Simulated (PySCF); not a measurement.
Species: C3H5O2, charge 0, multiplicity 2. It need not be the lowest isomer of its formula. 
Coordinates optimised at B3LYP-D3(BJ)/def2-TZVP (Ansatz):
```
O
C 1 1.3562
O 2 1.2158 1 123.26
C 1 1.4325 2 115.36 3 0.00
H 4 1.0864 1 105.68 2 -180.00
H 4 1.0899 5 110.61 1 119.68
H 4 1.0899 5 110.61 6 120.63
C 2 1.4421 3 124.72 1 180.00
H 8 1.0787 2 118.21 3 0.00
H 8 1.0795 9 120.74 2 -180.00
```
Charge 0, spin multiplicity 2.

Dispersion corrections to the total energy (kcal/mol) from the dftd3 and dftd4 libraries through PySCF: D3(BJ) without and D4 with the three-body term, each with the damping fitted for the functional named.

```json
[
 {"functional": "HF", "D3(BJ)": "-32.06", "D4": "?"},
 {"functional": "LC-wPBE", "D3(BJ)": "-3.36", "D4": "-4.04"},
 {"functional": "r2SCAN", "D3(BJ)": "-1.04", "D4": "-0.93"},
 {"functional": "B3LYP", "D3(BJ)": "?", "D4": "-5.86"},
 {"functional": "PBE", "D3(BJ)": "-3.80", "D4": "-3.68"},
 {"functional": "BLYP", "D3(BJ)": "-7.88", "D4": "-8.37"},
 {"functional": "PW6B95", "D3(BJ)": "?", "D4": "-3.19"}
]
```

**Question.** Some entries are withheld; supply them.

**Answer.** 
- HF, D4: -14.61
- B3LYP, D3(BJ): -6.39
- PW6B95, D3(BJ): -1.70
